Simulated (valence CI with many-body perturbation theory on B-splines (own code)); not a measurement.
Values are calculated unless marked as measured or tabulated.
Basis-set convergence for Kr¹⁴⁺

Level of theory: relativistic CI+MBPT: four valence electrons over a frozen Dirac-Fock core [Ar], a basis of 7 s, 7 p, 8 d, 6 f, 4 g, 1 h functions for each j, with the one-electron correlation potential Σ1 (screened to all orders), the two-electron term Σ2, the three-electron term Σ3, Breit, model QED; selected single and double excitations, second order for the rest, scaled by the run's own slope (own B-spline code, finite nucleus).

No measured spectrum was set against this ion. As an estimate, terms of the open shell hold to 2 to 4 % of their energy, and close levels can change places. Only levels of the ground parity were solved; by the run's estimate the other parity begins above the list, which can be wrong where configurations are misplaced.

The reference run has the lowest level 3d⁴ ⁵D_0 and an ionisation energy of 491.238 eV. Its largest variational space holds 16708 state functions.

Names give the largest LS component (configuration and term), which can be under half, so a name can repeat, a term be missing and a line seem to break the LS rules; names also repeat where a configuration has a term twice. Letters in brackets count levels of one name in rising energy.

Changed runs:
A. basis 6 s, 6 p, 5 d, 5 f, 1 g
B. basis 5 s, 5 p, 4 d, 4 f

Excitation energies of the reference run in cm⁻¹, and shifts in cm⁻¹:

```tsv
Level	Reference	A	B
3d⁴ ⁵D_1	2425	-16	-31
3d⁴ ⁵D_2	5987	-29	-51
3d⁴ ⁵D_3	10027	-32	-52
3d⁴ ⁵D_4	14245	-24	-36
3d⁴ ³P_0 [a]	49878	+469	+982
3d⁴ ³H_4	55201	+323	+962
3d⁴ ³P_1 [a]	60590	+456	+1023
3d⁴ ³H_5	60773	+285	+937
3d⁴ ³F_3 [a]	63586	+373	+1012
3d⁴ ³H_6	64239	+287	+952
3d⁴ ³F_2 [a]	65105	+412	+1038
3d⁴ ³F_4 [a]	67782	+349	+971
Ionisation energy (eV)	491.238	-0.082	-0.121
```
